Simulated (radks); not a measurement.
Results of a calculation; reference values are marked as such.
Problem. Isoelectronic series with 44 electrons, each ion in its NIST ground configuration. Code: a radial shooting solver on a logarithmic mesh with Libxc functionals. Model: Dirac Kohn-Sham, PBE, spin-unpolarised, spherical densities, point nucleus; open shells fill j = l - 1/2 first. Total energies (hartree) and mean radii <r> (bohr):

ion    configuration  E (hartree)   4d5/2   4d3/2   4p3/2
Ru      [Kr] 4d7 5s1  -4531.55414   1.717   1.688   1.139
Rh+         [Kr] 4d8  -4784.76383   1.556   1.534   1.093
Pd2+        [Kr] 4d8  -5045.85613   1.381   1.364   1.043
Cd4+        [Kr] 4d8  -5591.70613   1.157   1.146  0.9524
In5+        [Kr] 4d8  -5876.50074   1.078   1.067  0.9120
Sn6+        [Kr] 4d8  -6169.24652   1.011   1.002  0.8748
Sb7+        [Kr] 4d8  -6469.97854  0.9542  0.9451  0.8404
Te8+        [Kr] 4d8  -6778.73573  0.9044  0.8958  0.8086
I9+         [Kr] 4d8  -7095.56028  0.8604  0.8521  0.7791
Xe10+       [Kr] 4d8  -7420.49731  0.8212  0.8131  0.7518
Cs11+       [Kr] 4d8   -7753.5946  0.7858  0.7780  0.7263
Ba12+       [Kr] 4d8   -8094.9027  0.7537  0.7461  0.7025
La13+       [Kr] 4d8   -8444.4743  0.7244  0.7170  0.6803
Ce14+       [Kr] 4d8   -8802.3650  0.6976  0.6903  0.6594
Pr15+       [Kr] 4d8   -9168.6326  0.6728  0.6656  0.6398
Nd16+       [Kr] 4d8   -9543.3374  0.6499  0.6428  0.6214
Pm17+       [Kr] 4d8   -9926.5423  0.6287  0.6216  0.6040

Estimate the row of Ag3+ ([Kr] 4d8).

Solution. E (hartree) -5314.83245; 4d5/2 1.255; 4d3/2 1.242; 4p3/2 0.9961.
